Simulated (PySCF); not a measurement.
Electron correlation in As(3+) (arsenic, charge +3)

[Ar] 3d10 4s2, closed-shell 1S. Computed with PySCF 2.14 in aug-cc-pVTZ-PP with ECP10MDF (6s5p4d2f, 55 functions), with a scalar-relativistic core potential. Frozen: 3s2 3p6 3d10; 2 electrons correlated.

With two correlated electrons CCSD is exact within the correlated space (frozen core and kept virtual orbitals).

```tsv
level	correlation energy (mhartree)
CCSD	-42.09
```

Diagnostics: T1 = 0.0034, D1 = 0.0049, largest double amplitude 0.099.

Task: Is a single reference adequate?

Result: Mostly. T1 lies below 0.03, but a double amplitude of this size points to a near-degeneracy that CCSD handles and MP2 describes poorly.
